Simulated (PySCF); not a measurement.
# What a mistake does to a calculation on CGeH6Si

Calculated results; nothing here was measured. The program is PySCF 2.14.0, an open-source quantum chemistry code, run on an isolated molecule that a program drew, which may never have been made. The molecule is CGeH6Si (charge 0, singlet), drawn as the SMILES string `[SiH3][CH2][GeH]`.

Each row is a Hartree-Fock (HF) and frozen-core CCSD(T) single point in the cc-pV(D+d)Z basis, meant for a local HF minimum. Run 1 is clean. Each other run has one planted mistake out of seven kinds, and not every kind appears here: one electron removed, one electron added, multiplicity raised by two, geometry at a saddle point, minimal basis STO-3G, one bond length entered in bohr, all coordinates scaled. The reference is restricted for singlets and unrestricted otherwise, and also for a bond in bohr. Adding or removing an electron swaps singlet and doublet. Electrons count all cores. HOMO and LUMO are orbital energies over both spins, the gradient is its largest component, and the lowest frequency (negative if imaginary) is given only where the gradient is small. Bond lengths are over the 8 bonds as drawn. T1 is the CCSD diagnostic: over 0.02 (restricted) or 0.045 (unrestricted) a single reference is doubtful. Germanium has the cc-pVDZ-PP basis, with a core potential (ECP10MDF) in place of its 10 inner electrons, and its 3s, 3p and 3d shells are frozen in CCSD(T).

Geometry of the clean run:
```xyz
9
CGeH6Si, angstrom
Si    1.2247   -1.1490    0.6716
C     0.8466   -2.6815   -0.3589
Ge    1.7136   -2.7518   -2.1650
H     0.5173    0.0289    0.1183
H     2.6822   -0.8574    0.6634
H     0.8105   -1.3366    2.0834
H    -0.2413   -2.6975   -0.5094
H     1.1244   -3.5759    0.2065
H     0.9543   -1.4772   -2.7356
```

| run | electrons | basis functions | <S^2> | HOMO (eV) | LUMO (eV) | gradient (hartree/bohr) | lowest frequency (cm^-1) | mean bond (Å) | longest bond (Å) | T1 | HF (hartree) | CCSD(T) (hartree) | mistake |
|---|---|---|---|---|---|---|---|---|---|---|---|---|---|
| 1 | 58 | 90 | 0.000 | -8.75 | 0.52 | 1.5e-05 | 76 | 1.5153 | 2.005 | 0.0123 | -623.63957 | -624.03497 | no fault |
| 2 | 58 | 90 | 2.006 | -7.64 | -0.18 | 2.9e-02 | - | 1.5153 | 2.005 | 0.0140 | -623.60226 | -623.98012 | multiplicity raised by two |
| 3 | 58 | 90 | 0.946 | -8.80 | 0.58 | 1.2e-02 | - | 1.6806 | 2.809 | 0.0667 | -623.52678 | -623.91376 | one bond length entered in bohr |
| 4 | 59 | 90 | 0.764 | -0.93 | 7.65 | 2.3e-02 | - | 1.5153 | 2.005 | 0.0129 | -623.64621 | -624.05084 | one electron added |
| 5 | 58 | 90 | 0.000 | -8.88 | 0.23 | 5.4e-02 | - | 1.6593 | 2.195 | 0.0136 | -623.58758 | -623.99418 | ? |

**Which mistake was planted in run 5, and what did it cost?**

The mean and the longest bond both change by the same factor, 1.095, and the gradient is no longer small. So the mistake is: all coordinates scaled. Subtracting run 1 and multiplying by 627.51 kcal/mol a hartree, the energy moved by 32.6 kcal/mol in HF and 25.6 kcal/mol in CCSD(T).

Cautions from the logs. Run 3: T1 is over the limit, so its CCSD(T) energy is less reliable.
